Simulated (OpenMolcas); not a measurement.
Fe4+ among 6 point charges of -1.5 e arranged as a trigonal prism (D3h), with a polar angle of 54.5° against the regular 49.1°.

```
Program             : OpenMolcas 26.06
Method              : SS-CASPT2, IPEA 0.25 Eh, imaginary shift 0.1 Eh (closed shells correlated: 3s 3p)
Basis               : ANO-RCC-VDZP [5s4p2d1f]
Scalar Hamiltonian  : DKH2, point nucleus
Active space        : 4 electrons in 5 orbitals (3d)
State averaging     : 2S+1 = 5 even, 5 roots; 2S+1 = 3 even, 45 roots; 2S+1 = 1 even, 50 roots
Spin-orbit coupling : state interaction with AMFI integrals over the reference wave functions
```

All point charges move together. At R = 1.8 Å the first state of the same spin is 1090 cm-1, and at R = 2.01 Å it is 660 cm-1.

Q: A third run gives 780 cm-1. What distance was it run at?

A: With a power law R^-n the two known points give n = -ln(660 / 1090) / ln(2.01 / 1.8) = 4.55. Then R = 1.8 × (1090 / 780)^(1/4.55) = 1.937 Å. The run was at 1.93 Å, so the estimate is off by +0.007 Å.

Roots that are degenerate in the reference are averaged as groups; the widest CASPT2 spread within a group is 570 cm-1 (the 3-fold group of multiplicity 3 near 66200 cm-1 above the lowest state of its run, R = 2.01). Shifts and gaps below about the spread of the groups concerned are not significant. An orbital doublet at a regular site is open to a Jahn-Teller distortion, which this geometry leaves out. Point charges give a weaker field than real ligands, and real ions of this kind are often low spin; the high spin found here belongs to the model. The ground term spreads over less than 5000 cm-1, several times less than with real ligands, so orbital moments are less quenched and χT lies further from the spin-only value than at real sites. Free-ion shares, where given, are those of the reference states; single-state CASPT2 does not remix them. Point charges carry no covalency, so the field is a model and not that of real ligands. No measured value stands beside these numbers.
